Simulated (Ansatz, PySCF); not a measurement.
Sb2, charge -1, doublet, at a GFN2-xTB geometry (a state made from the parent by changing its charge; the spin is typed, not shown lowest) (core potentials on Sb) (in this run its highest filled SCF level lies above zero, so its values depend strongly on the basis, on diffuse functions most of all), atoms displaced at random by about 0.08 Å a coordinate. Base run: B3LYP/def2-SVP, gradient in PySCF.

The PySCF input:
```python
from pyscf import gto, scf, dft

mol = gto.Mole()
mol.atom = '''
    Sb   -0.06340594   -0.11913636   -1.27584563
    Sb   -0.06390703    0.06542864    1.34205311
'''
mol.basis = 'def2-svp'
mol.ecp = {'Sb': 'def2-svp'}
mol.charge = -1
mol.spin = 1
mol.verbose = 4
mol.build()

mf = dft.UKS(mol)
mf.xc = 'b3lyp'
mf.kernel()
g = mf.nuc_grad_method()
grad = g.kernel()
```

Programs used: Ansatz (a first-principles code), PySCF; a row that names a program was run with it.

The coordinate followed is z of atom 1.

Each row names what was changed in the base input (with any setting that the change needs).

| change | dE/dx (Eh/bohr) | net force (Eh/bohr) |
|---|---|---|
| base | -0.004563 | 0.000000 |
| finite difference step (bohr) = 1e-5; conv_tol = 1e-11 | -0.004569 | - |
| density fitting = on; auxbasis_response = off | -0.004563 | 0.000000 |
| grids.level = 5; grid_response = on | -0.004568 | 0.000000 |
| grids.level = 5; grid_response = off | -0.004571 | 0.000000 |
| conv_tol = 1e-11 | -0.004563 | 0.000000 |
| density fitting = on | -0.004562 | 0.000000 |
| grids.level = 0; grid_response = on | -0.005608 | 0.000000 |
| finite difference step (bohr) = 0.2; conv_tol = 1e-11 | -0.002870 | - |
| code = ansatz | -0.004572 | 0.000000 |
| finite difference step (bohr) = 0.05; conv_tol = 1e-11 | -0.004464 | - |
| grids.level = 1; grid_response = off | -0.004702 | 0.000000 |

The net force is zero for an exact gradient.

Open shells are given as the SCF converged; they aren't shown to be the lowest states, and a large step between rows can be another state.
